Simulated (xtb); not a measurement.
Input file for xtb: GFN2-xTB on C4H8O (a complex), monomers drawn apart or pushed together.

```
$ xtb mol.xyz --gfn 2 --sp --chrg 0 --uhf 0
13

C      0.53634921     0.04168888    -0.21938464
C      0.05303610     0.00578378     0.87660521
H      0.96403451     0.07326800    -1.19150030
H     -0.37419022    -0.02476966     1.85746947
C     -0.61325496     1.40363172     5.19643303
O     -0.89053194     0.08095457     4.78074447
C     -0.03258922    -0.86901761     5.38126889
H      0.41043920     1.69745404     4.93329730
H     -0.74290508     1.51229859     6.27998009
H     -1.31569313     2.05915162     4.68466241
H      1.01672004    -0.67519943     5.12648164
H     -0.31696118    -1.84909664     5.00230057
H     -0.13683941    -0.86066447     6.47294116
```

It printed:

```
[...]
           -------------------------------------------------
          |                Calculation Setup                |
           -------------------------------------------------



molecular fragmentation (1/2 indicates fragments):
1111222222222
# atoms in fragment 1/2:     4     9
 fragment masses (1/2) :       26.04       46.07
CMA distance (Bohr)    :   9.202
constraining FC (au)   :  0.0500

           -------------------------------------------------
          |                 G F N 2 - x T B                 |
           -------------------------------------------------

        Reference                      10.1021/acs.jctc.8b01176
      * Hamiltonian:
        H0-scaling (s, p, d)           1.850000    2.230000    2.230000
        zeta-weighting                 0.500000
      * Dispersion:
        s8                             2.700000
        a1                             0.520000
        a2                             5.000000
        s9                             5.000000
      * Repulsion:
        kExp                           1.500000    1.000000
        rExp                           1.000000
      * Coulomb:
        alpha                          2.000000
        third order                    shell-resolved
        anisotropic                    true
        a3                             3.000000
        a5                             4.000000
        cn-shift                       1.200000
        cn-exp                         4.000000
        max-rad                        5.000000


          ...................................................
          :                      SETUP                      :
          :.................................................:
          :  # basis functions                  28          :
          :  # atomic orbitals                  28          :
          :  # shells                           18          :
          :  # electrons                        30          :
          :  max. iterations                   250          :
          :  Hamiltonian                  GFN2-xTB          :
          :  restarted?                      false          :
          :  GBSA solvation                  false          :
          :  PC potential                    false          :
          :  electronic temp.          300.0000000     K    :
          :  accuracy                    1.0000000          :
          :  -> integral cutoff          0.2500000E+02      :
          :  -> integral neglect         0.1000000E-07      :
          :  -> SCF convergence          0.1000000E-05 Eh   :
          :  -> wf. convergence          0.1000000E-03 e    :
          :  Broyden damping             0.4000000          :
          :  net charge                          0          :
          :  unpaired electrons                  0          :
          ...................................................

 iter      E             dE          RMSdq      gap      omega  full diag
   1    -16.8290866 -0.168291E+02  0.657E+00    7.36       0.0  T
   2    -16.8607155 -0.316289E-01  0.372E+00    7.05       1.0  T
   3    -16.8616509 -0.935405E-03  0.824E-01    6.73       1.0  T
   4    -16.8615757  0.752077E-04  0.193E-01    6.84       1.0  T
   5    -16.8615654  0.103533E-04  0.163E-01    6.91       1.0  T
   6    -16.8618469 -0.281597E-03  0.348E-02    6.96       1.0  T
   7    -16.8618479 -0.927744E-06  0.469E-03    6.95       5.9  T
   8    -16.8618479 -0.610303E-07  0.179E-03    6.95      15.5  T
   9    -16.8618479 -0.974417E-09  0.273E-04    6.95     101.5  T
  10    -16.8618479 -0.111925E-09  0.693E-05    6.95     399.9  T

   *** convergence criteria satisfied after 10 iterations ***

         #    Occupation            Energy/Eh            Energy/eV
      -------------------------------------------------------------
         1        2.0000           -0.6984161             -19.0049
       ...           ...                  ...                  ...
         9        2.0000           -0.4864292             -13.2364
        10        2.0000           -0.4713842             -12.8270
        11        2.0000           -0.4677395             -12.7278
        12        2.0000           -0.4581057             -12.4657
        13        2.0000           -0.4147473             -11.2858
        14        2.0000           -0.4147227             -11.2852
        15        2.0000           -0.4047764             -11.0145 (HOMO)
        16                         -0.1493471              -4.0639 (LUMO)
        17                         -0.1493295              -4.0635
        18                          0.0348819               0.9492
        19                          0.0642966               1.7496
        20                          0.1092007               2.9715
       ...                                ...                  ...
        28                          1.4184961              38.5992
      -------------------------------------------------------------
                  HL-Gap            0.2554292 Eh            6.9506 eV
             Fermi-level           -0.2770618 Eh           -7.5392 eV

 SCC (total)                   0 d,  0 h,  0 min,  0.007 sec
 SCC setup                      ...        0 min,  0.000 sec (  3.924%)
 Dispersion                     ...        0 min,  0.000 sec (  1.509%)
 classical contributions        ...        0 min,  0.000 sec (  0.529%)
 integral evaluation            ...        0 min,  0.001 sec ( 12.770%)
 iterations                     ...        0 min,  0.004 sec ( 50.390%)
 molecular gradient             ...        0 min,  0.002 sec ( 28.589%)
 printout                       ...        0 min,  0.000 sec (  1.974%)

         :::::::::::::::::::::::::::::::::::::::::::::::::::::
         ::                     SUMMARY                     ::
         :::::::::::::::::::::::::::::::::::::::::::::::::::::
         :: total energy             -16.596933990540 Eh    ::
         :: gradient norm              0.018950928727 Eh/a0 ::
         :: HOMO-LUMO gap              6.950582989683 eV    ::
         ::.................................................::
         :: SCC energy               -16.861844283074 Eh    ::
         :: -> isotropic ES            0.019323513110 Eh    ::
         :: -> anisotropic ES          0.000625844166 Eh    ::
         :: -> anisotropic XC          0.015102991301 Eh    ::
         :: -> dispersion             -0.004445674192 Eh    ::
         :: repulsion energy           0.264910292534 Eh    ::
         :: add. restraining           0.000000000000 Eh    ::
         :: total charge               0.000000000000 e     ::
         :::::::::::::::::::::::::::::::::::::::::::::::::::::

           -------------------------------------------------
          |                Property Printout                |
           -------------------------------------------------

    * Orbital Energies and Occupations

         #    Occupation            Energy/Eh            Energy/eV
      -------------------------------------------------------------
         1        2.0000           -0.6984161             -19.0049
       ...           ...                  ...                  ...
         3        2.0000           -0.6045327             -16.4502
         4        2.0000           -0.5976505             -16.2629
         5        2.0000           -0.5486337             -14.9291
         6        2.0000           -0.5448875             -14.8271
         7        2.0000           -0.5440422             -14.8041
         8        2.0000           -0.5227151             -14.2238
         9        2.0000           -0.4864292             -13.2364
        10        2.0000           -0.4713842             -12.8270
        11        2.0000           -0.4677395             -12.7278
        12        2.0000           -0.4581057             -12.4657
        13        2.0000           -0.4147473             -11.2858
        14        2.0000           -0.4147227             -11.2852
        15        2.0000           -0.4047764             -11.0145 (HOMO)
        16                         -0.1493471              -4.0639 (LUMO)
        17                         -0.1493295              -4.0635
        18                          0.0348819               0.9492
        19                          0.0642966               1.7496
        20                          0.1092007               2.9715
        21                          0.1222017               3.3253
        22                          0.1654163               4.5012
        23                          0.1875705               5.1041
        24                          0.1926156               5.2413
        25                          0.1944543               5.2914
        26                          0.2513805               6.8404
       ...                                ...                  ...
        28                          1.4184961              38.5992
      -------------------------------------------------------------
                  HL-Gap            0.2554292 Eh            6.9506 eV
             Fermi-level           -0.2770618 Eh           -7.5392 eV

     #   Z          covCN         q      C6AA      α(0)
     1   6 C        1.908    -0.083    33.373     9.330
     2   6 C        1.907    -0.081    33.333     9.324
     3   1 H        0.927     0.074     2.036     2.232
     4   1 H        0.927     0.089     1.887     2.148
     5   6 C        3.652     0.042    20.177     6.451
     6   8 O        1.699    -0.312    19.205     5.917
     7   6 C        3.652     0.042    20.177     6.451
     8   1 H        0.924     0.029     2.597     2.520
     9   1 H        0.924     0.028     2.609     2.526
    10   1 H        0.925     0.057     2.237     2.339
    11   1 H        0.924     0.029     2.597     2.520
    12   1 H        0.925     0.057     2.237     2.339
    13   1 H        0.924     0.028     2.609     2.526

 Mol. C6AA /au·bohr⁶  :       1374.685379
 Mol. C8AA /au·bohr⁸  :      29688.667950
 Mol. α(0) /au        :         56.623390


Wiberg/Mayer (AO) data.
largest (>0.10) Wiberg bond orders for each atom

 ---------------------------------------------------------------------------
     #   Z sym  total        # sym  WBO       # sym  WBO       # sym  WBO
 ---------------------------------------------------------------------------
     1   6 C    3.974 --     2 C    2.997     3 H    0.970
     2   6 C    3.971 --     1 C    2.997     4 H    0.966
     3   1 H    0.994 --     1 C    0.970
     4   1 H    0.992 --     2 C    0.966
     5   6 C    3.954 --     6 O    0.997    10 H    0.981     9 H    0.978
                             8 H    0.978
     6   8 O    2.067 --     7 C    0.997     5 C    0.997
     7   6 C    3.954 --     6 O    0.997    12 H    0.981    13 H    0.978
                            11 H    0.978
     8   1 H    0.999 --     5 C    0.978
     9   1 H    0.999 --     5 C    0.978
    10   1 H    0.997 --     5 C    0.981
    11   1 H    0.999 --     7 C    0.978
    12   1 H    0.997 --     7 C    0.981
    13   1 H    0.999 --     7 C    0.978
 ---------------------------------------------------------------------------

Topologies differ in total number of bonds
Writing topology from bond orders to xtbtopo.mol

molecular dipole:
                 x           y           z       tot (Debye)
 q only:        0.311       0.107       0.341
   full:        0.451       0.153       0.462       1.685
molecular quadrupole (traceless):
                xx          xy          yy          xz          yz          zz
 q only:       -4.960      -0.840      -0.947       3.537       1.371       5.906
  q+dip:       -7.218      -0.451      -5.089       2.335       1.898      12.307
   full:       -6.848      -0.719      -3.215       3.989       1.984      10.063
Note: The following floating-point exceptions are signalling: IEEE_UNDERFLOW_FLAG IEEE_DENORMAL
normal termination of xtb


           -------------------------------------------------
          | TOTAL ENERGY              -16.596933990540 Eh   |
          | GRADIENT NORM               0.018950928727 Eh/α |
          | HOMO-LUMO GAP               6.950582989683 eV   |
           -------------------------------------------------

------------------------------------------------------------------------
------------------------------------------------------------------------
 total:
 SCF:
```

The run finished.

Cost: about 0.06 core-seconds (a rough figure).
